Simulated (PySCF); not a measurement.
Spinor energies of Sc²⁺ (scandium, charge +2)

Start: [Ar] 4s1; 4s1/2 filled at m_j = +1/2. Calculated with PySCF 2.14 in x2c-TZVPall-2c with one added diffuse shell each of s, p, d type (7s8p5d1f, 63 functions): generalised Hartree-Fock with the X2C-1e Hamiltonian and a Gaussian nucleus; one run each with spin-orbit coupling (SO) switched off, then screened by Boettger's factors. This is a chosen level, not necessarily the ground level.

```tsv
spinor shell	electrons	ε, spin-free (eV)	ε, screened SO (eV)	weight of nominal j (screened SO)	rms radius, screened SO (bohr)
1s1/2	2	-4561.7	-4561.7	1.000	0.0844
2s1/2	2	-547.28	-547.28	1.000	0.370
2p1/2	2	-449.85	-453.07	1.000	0.338
2p3/2	4	-449.85	-448.27	1.000	0.340
3s1/2	2	-92.293	-92.292	1.000	1.13
3p1/2	2	-64.084	-64.483	0.978	1.23
4s1/2	1	-20.849	-20.849	1.000	3.29
```

(1) Where does 3p3/2 lie, and what is the 3p spin-orbit splitting (screened SO)?

```json
{"quantity": "E (hartree)", "spin-free": "-762.51757", "screened SO": "-762.52222"}
{"quantity": "M_J", "spin-free": "1/2", "screened SO": "1/2"}
{"quantity": "⟨J²⟩", "spin-free": "0.750", "screened SO": "0.750"}
{"quantity": "⟨L²⟩", "spin-free": "0.000", "screened SO": "0.000"}
{"quantity": "⟨S²⟩", "spin-free": "0.750", "screened SO": "0.750"}
```

Each row is a mean over spinors that exchange with the open shell spreads, by up to 0.455 eV (3s1/2).

Without spin-orbit coupling the j labels of p, d and f shells carry no meaning; the spin-free column gives the mean over the occupied spinors of each nl shell.

## Answers

(1) At -63.886 eV, 0.597 eV above 3p1/2.
